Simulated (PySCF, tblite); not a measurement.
Compound: C₆H₈OS₂Si.
Numbering: `[CH3:1][S:2][c:3]1[cH:4][s:5][c:6]([SiH2:7][CH:8]=[O:9])[cH:10]1` (hydrogens: H11, H12, H13 on C1; H14 on C4; H15, H16 on Si7; H17 on C8; H18 on C10)

Geometry (GFN2-xTB, Å), atoms numbered from 1 in this order:
```xyz
18
C6H8OS2Si angstrom
C     -3.9002   -0.1462   -0.3609
S     -2.6712   -1.2934    0.3206
C     -1.2086   -0.3202    0.2952
C     -1.0809    0.9632   -0.1412
S      0.5368    1.5282    0.0123
C      1.0644    0.0105    0.6817
Si     2.8551   -0.2511    1.1738
C      3.8735    0.3629   -0.3391
O      4.8076   -0.2220   -0.8205
C      0.0174   -0.8561    0.7645
H     -3.9793    0.7291    0.2770
H     -3.6227    0.1310   -1.3736
H     -4.8416   -0.6861   -0.3690
H     -1.8216    1.6219   -0.5455
H      3.1011   -1.6636    1.4360
H      3.2063    0.6216    2.2988
H      3.5531    1.3330   -0.7841
H      0.1020   -1.8562    1.1491
```

The calculation used PBE0/pcSseg-1 in PySCF (dipole) on a GFN2-xTB geometry, gas phase.

Take the most abundant isotopes and a rigid rotor. The values belong to one conformer with, in the numbering `[CH3:1][S:2][c:3]1[cH:4][s:5][c:6]([SiH2:7][CH:8]=[O:9])[cH:10]1`, C1–S2–C3–C4 0°, S5–C6–Si7–C8 -48°, C6–Si7–C8–O9 -135°.

(1) What are A, B and C (GHz)?

(2) What kind of rotor is it?

(3) What does the inertial defect say?

(4) Predict some low-J microwave lines.

## Answers

(1) Ia = 225.55, Ib = 1376.39, Ic = 1484.41 u·Å²; 505379 MHz·u·Å²/I gives 2241, 367.2 and 340.5 MHz, that is A = 2.2407, B = 0.3672, C = 0.3405 GHz.

(2) A near-prolate asymmetric top. Ray's parameter κ = (2B − A − C)/(A − C) = -0.972; −1 is the prolate and +1 the oblate limit.

(3) Not planar: Δ = Ic − Ia − Ib = -117.53 u·Å². For a rigid frame Δ = −2 Σ m c², so Σ m c² = 58.76 u·Å² lies off the ab plane: 7.20 from hydrogen and 51.57 from heavier atoms. The atom farthest from that plane is 2.05 Å away.

(4) The dipole components are |μa| = 3.13 D, |μb| = 1.43 D, |μc| = 1.21 D. The squared components, which scale the intensities, stand as 1.00 : 0.21 : 0.15 (a : b : c). Some lines, for components of 0.1 D or more:

```csv
type,branch,"J(Ka,Kc)",MHz,lower level (cm⁻¹)
a,R,"2(0,2) ← 1(0,1)",1415,0.024
b,Q,"4(1,3) ← 4(0,4)",2024,0.236
a,R,"3(1,3) ← 2(1,2)",2083,0.132
a,R,"3(2,2) ← 2(2,1)",2123,0.323
a,R,"3(2,1) ← 2(2,0)",2124,0.323
c,R,"1(1,0) ← 0(0,0)",2608,0.000
a,R,"4(0,4) ← 3(0,3)",2828,0.142
a,R,"4(2,3) ← 3(2,2)",2830,0.393
a,R,"5(3,3) ← 4(3,2)",3539,0.803
a,R,"5(1,4) ← 4(1,3)",3604,0.303
c,R,"4(1,3) ← 3(0,3)",4852,0.142
b,Q,"5(2,3) ← 5(1,4)",5471,0.424
b,R,"2(2,1) ← 1(1,0)",7062,0.087
c,R,"2(2,0) ← 1(1,0)",7063,0.087
c,R,"3(2,2) ← 2(1,2)",7824,0.132
c,R,"3(3,1) ← 2(2,1)",11557,0.323
b,R,"3(3,0) ← 2(2,1)",11557,0.323
b,Q,"5(5,1) ← 5(4,2)",16981,1.361
```

Its lowest GFN2-xTB frequency is 13 cm⁻¹, too small to tell a flat minimum from a shallow saddle. These are rigid-rotor constants of the computed structure; measured ground-state constants (B0) also hold zero-point vibration. A rigid rotor knows nothing of internal rotation, which can split or shift real lines.
